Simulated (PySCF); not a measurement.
Species: C6H9BF2.
SMILES: `C[C@]12C[C@](B(F)F)(C1)C2`

Torsions of this conformer, `[CH3:1][C@:2]12[CH2:3][C@:4]([B:5]([F:6])[F:7])([CH2:8]1)[CH2:9]2`: C3–C4–B5–F6 -124°.

The closed-shell ground state was solved at several levels (PySCF, density fitting, gas phase, non-relativistic). Geometry: PBE0-D3(BJ)/def2-SVP, one conformer, isolated molecule.

| level | basis functions | total energy (Eh) | HOMO (eV) | LUMO (eV) | gap (eV) | dipole (D) |
| --- | --- | --- | --- | --- | --- | --- |
| B3LYP/def2-SVPD | 258 | -458.3373 | -8.23 | -0.34 | 7.89 | 2.14 |
| KT3/pcSseg-1 | 198 | -465.2566 | -7.17 | -0.96 | 6.21 | 2.04 |

Q: Estimate the row for PBE0/pcSseg-1, a basis of 198 functions; the other rows only guide the guess.

A: Total energy -458.1031 Eh, HOMO -8.43 eV, LUMO 0.02 eV, gap 8.45 eV, dipole 2.17 D.

Q: Over all these levels, which gives the widest orbital gap and which the narrowest?

A: PBE0/pcSseg-1 (global hybrid, 25 % exact exchange) has the widest, 8.45 eV, and KT3/pcSseg-1 (GGA) the narrowest, 6.21 eV. The two share the basis. From the narrowest to the widest the HOMO moves by -1.26 eV and the LUMO by +0.98 eV.

Q: How far do the dipole and the HOMO energy spread over the levels?

A: The dipole runs from 2.04 to 2.17 D (mean 2.12 D) and the HOMO from -8.43 to -7.17 eV.
